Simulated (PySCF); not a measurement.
## Shapes and spin states of FTcN

These are results of PySCF, PBE0, basis Tc def2-TZVP with ECP28, N def2-TZVP, F def2-TZVP (scalar-relativistic core potentials, no spin–orbit coupling, density fitting), not measurements.

Relaxations began from a few typed shapes and spin states; open shells are unrestricted. The search is not exhaustive: other isomers or separated fragments can lie lower, and high-lying points may rest on an excited occupation.

```tsv
spin	group	bonds	angles	imaginary modes (cm⁻¹)	ΔE (kJ/mol)	ΔE with ZPE (kJ/mol)
quartet	Cs	Tc–F 1.887 Å, Tc–N 1.607 Å	F–Tc–N 129.0°	none	0.0	0.0
doublet (⟨S²⟩ 0.97)	Cs	Tc–F 1.918 Å, Tc–N 1.580 Å	F–Tc–N 134.7°	none	6.8	6.6
doublet (⟨S²⟩ 1.00)	Cs	Tc–F 1.921 Å, Tc–N 1.581 Å	F–Tc–N 137.3°	none	8.3	8.1
doublet	C∞v	Tc–F 1.969 Å, Tc–N 1.584 Å	F–Tc–N 180.0°	150i, 150i	24.5	–
```

The lowest minimum found is the quartet Cs: Tc–F 1.887 Å, Tc–N 1.607 Å; F–Tc–N 129.0°.

Formally Tc is in oxidation state +4, d3, with 3 unpaired electrons (the high-spin count). The Mulliken spin on Tc is 3.16. The polar-tensor charge on Tc, 1.13, is far below the formal one.

For the lowest minimum: with open d or f shells other occupations or spin states may lie lower.

The electron or spin density has lower symmetry than the nuclear frame for the doublet (⟨S²⟩ 0.97) Cs at 6.8 kJ/mol.
